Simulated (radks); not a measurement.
Results of a calculation; reference values are marked as such.
Problem. Species: Ir+. Configuration: [Xe] 4f14 5d7 6s1. Code: a radial shooting solver on a logarithmic mesh with Libxc functionals. Model: non-relativistic Kohn-Sham, PBE, spin-unpolarised, spherical densities, point nucleus; relativity is left out, which matters for an element this heavy. Some entries of the table are withheld. Estimate them.

orbital,occ.,eigenvalue (eV),<r> (bohr)
1s,2,-69276.84,0.01967
2s,2,-11501.65,(1)
2p,6,(2),0.07011
3s,2,-2673.789,0.2098
3p,6,-2460.128,(3)
3d,10,-2061.668,0.1750
4s,2,-561.0513,0.4644
4p,6,(4),0.4696
4d,10,-303.2089,0.4808
5s,2,-86.7082,1.078
4f,14,-81.8462,0.5213
5p,6,-58.7990,1.179
5d,7,(5),1.630
6s,1,-11.5554,(6)

Solution. 
(1) 2s <r> (bohr): 0.08293
(2) 2p eigenvalue (eV): -11045.38
(3) 3p <r> (bohr): 0.2001
(4) 4p eigenvalue (eV): -470.0101
(5) 5d eigenvalue (eV): -16.5572
(6) 6s <r> (bohr): 3.017
